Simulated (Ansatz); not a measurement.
`C[O][GeH]([F])[O]C` + `CS[SiH](F)S` → `C[O][GeH]([F])[S]C` + `CO[SiH](F)S`  (redistribution)

Isolated molecules relaxed with PBE0-D4/def2-TZVP in Ansatz; ΔE leaves out vibrations. CBS: MP2 limit from def2 TZ/QZ plus the TZ coupled-cluster correction, frozen cores. Functionals use def2-TZVPP. B3LYP here is the variant with VWN-RPA as its local correlation; programs differ in this. For Ge outer-core shells are correlated without core-valence functions, which leaves a few kJ/mol of doubt a bond. Scalar relativity is left out up to krypton. One conformer a species, not always the lowest.

`C[O][GeH]([F])[O]C`:

Z-matrix (Å, degrees):
```
C
O 1 1.414
H 1 1.091 2 107.6
H 1 1.094 2 111.8 3 119.2
H 1 1.097 2 111.9 3 -118.6
Ge 2 1.754 1 120.6 3 -177.3
O 6 1.742 2 107.5 1 166.3
F 6 1.738 2 105.6 1 49.4
H 6 1.524 2 116.0 1 -70.3
C 7 1.418 6 120.4 2 -50.1
H 10 1.094 7 111.4 6 -66.6
H 10 1.094 7 111.6 6 55.5
H 10 1.091 7 107.3 6 174.6
```

`CS[SiH](F)S`:

```xyz
10

C     1.451   -0.297    1.018
S     0.269    1.079    1.145
Si   -0.937    0.742   -0.541
F    -0.128    0.835   -1.918
S    -1.752   -1.217   -0.433
H     2.060   -0.260    1.920
H     0.934   -1.254    0.971
H     2.092   -0.174    0.146
H    -1.954    1.813   -0.560
H    -2.036   -1.268   -1.747
```

`C[O][GeH]([F])[S]C`:

Cartesian coordinates in Å:
```
C -0.315 -0.226 -2.505
O 0.918 -0.252 -1.808
Ge 0.961 -0.322 -0.058
F 0.160 -1.781 0.465
S -0.200 1.337 0.791
C -0.460 0.672 2.464
H -0.982 0.559 -2.131
H -0.092 -0.024 -3.554
H -0.831 -1.188 -2.433
H 2.424 -0.461 0.361
H 0.476 0.618 3.020
H -1.126 1.373 2.966
H -0.932 -0.307 2.423
```

`CO[SiH](F)S`:

```xyz
10

C     0.651    1.302   -0.755
O     0.478   -0.068   -0.446
Si   -0.770   -0.666    0.403
F    -0.895    0.181    1.752
S    -0.404   -2.708    0.781
H     1.578    1.403   -1.321
H    -0.175    1.677   -1.368
H     0.722    1.907    0.153
H    -2.071   -0.539   -0.286
H     0.887   -2.490    1.088
```

| level | ΔE (kcal/mol) |
| --- | --- |
| B3LYP-D4 | -13.1 |
| ωB97X-V | -12.3 |
| PBE | -12.0 |
| r2SCAN | -12.7 |
| B3LYP | -13.6 |
| SCS-MP2/def2-TZVPP | -12.3 |
| CCSD(T)/def2-TZVPP | -12.4 |
| MP2/CBS(def2) | -12.3 |

What does CCSD(T)/CBS give? (An estimate is asked.)

Computed: -12.6 kcal/mol. The listed levels differ from it by -0.5, 0.3, 0.6, -0.1, -1.0, 0.3, 0.2, 0.3 kcal/mol.

Largest T1 diagnostic among the species: 0.012.

In def2-TZVPP, CCSD(T) changes the Hartree–Fock value by +1.6 kcal/mol (the triples alone add +0.3 kcal/mol) and MP2 by +1.8 kcal/mol.
